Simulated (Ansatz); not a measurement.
Molecule: ZnI2 (charge 0, singlet). 
Structure (B3LYP-D3(BJ)/def2-TZVP (Ansatz, a quantum-chemistry and plane-wave program) minimum search):
SMILES: [I][Zn][I]
```xyz
3

Zn     0.0000     0.0000     0.0000
I      0.0000     0.0000    -2.4340
I      0.0000     0.0000     2.4340
```

Total electronic energies in hartree. Correlated levels leave the core frozen unless marked. No spin-orbit coupling. The frozen core is the preceding noble-gas configuration, with the filled d and f shells of earlier blocks. In def2 rows, elements after Kr have scalar-relativistic effective core potentials. CBS(X,Y): correlation extrapolated as X^-3; Hartree-Fock from the larger set. [CCSD(T)-MP2]/basis is that difference in the basis named.

```
level                                                                 program  energy (Eh)
-------------------------------------------------------------  --------------  -----------
HF/def2-SVP                                                            Ansatz  -2370.99896
RI-HF/def2-TZVPPD                                                      Ansatz  -2371.26158
BLYP-D4/def2-TZVPD                                             Ansatz + dftd4  -2374.91259
r2SCAN-D3(BJ)/def2-TZVPD                                       Ansatz + dftd3  -2375.15216
B97M-V/def2-TZVPD                                                      Ansatz  -2374.54088
PBE0/def2-TZVP                                                         Ansatz  -2374.71178
PBE0/def2-QZVPP                                                        Ansatz  -2374.75824
BHLYP-D3(BJ)/def2-TZVPD                                        Ansatz + dftd3  -2374.80617
BHLYP/def2-TZVPD                                                       Ansatz  -2374.79887
HSE06/def2-TZVPD                                                       Ansatz  -2374.70791
CAM-B3LYP-D4/def2-TZVPD                                        Ansatz + dftd4  -2375.05394
B2GP-PLYP-D3(BJ)/def2-TZVPD                                    Ansatz + dftd3  -2373.81348
B2PLYP-D3(BJ)/def2-TZVPD                                       Ansatz + dftd3  -2374.08350
CCSD(T)/def2-TZVPP                                                     Ansatz  -2372.02586
RI-MP2/CBS(def2-TZVPPD,def2-QZVPPD)+[CCSD(T)-MP2]/def2-TZVPPD          Ansatz   -2372.2042
```

Totals of different functionals don't rank their quality; only differences between species are comparable.
